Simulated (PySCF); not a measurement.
Highest harmonic wavenumber (cm⁻¹) of eight silicon and germanium compounds: PBE-D3(BJ) beside B3LYP-D3(BJ), computed with PySCF for isolated molecules in the bases named; differences from unrounded values. The eight are the first of their class met in an unordered collection, after screening for sound electronic states; none was chosen by its value. Each level has its own optimised geometry.

| molecule | basis | B3LYP-D3(BJ) | PBE-D3(BJ) | difference |
|---|---|---|---|---|
| C₂H₄F₂Si₂, SMILES [SiH2]([Si@H](C#C)F)F | def2-SVP | 3453 | 3387 | -66 |
| C5H12Si, SMILES CC1([SiH3])CCC1 | def2-SVP | 3120 | 3062 | -58 |
| Ge(SiH3)2 (GeH₆Si₂), SMILES [Ge]([SiH3])[SiH3] (connectivity only; charge and spin as stated), neutral, multiplicity 1 | def2-SVP | 2204 | 2149 | -55 |
| C3H5ClOSi, SMILES Cl[Si@@H]1CC=CO1 | def2-SVP | 3220 | 3152 | -69 |
| Ge(F)(Cl)(OH)2 (ClFGeH₂O₂), SMILES [OH][Ge]([OH])([Cl])[F] | def2-SVP | 3831 | 3718 | -114 |
| C3H8OSi, SMILES C[SiH2]CC=O | def2-SVP | 3121 | 3077 | -44 |
| B(GeH3)2(H) (BGe2H7), SMILES [GeH3][BH][GeH3] | def2-SVP | 2616 | 2559 | -57 |
| Si(F)(OH)2(SMe) (CH5FO2SSi), SMILES S(C)[Si](O)(O)F | def2-SVP | 3876 | 3766 | -111 |

PBE-D3(BJ) lies below B3LYP-D3(BJ) in 8 and above it in 0 of the eight; the mean signed difference is -72 and the largest -114 cm⁻¹.
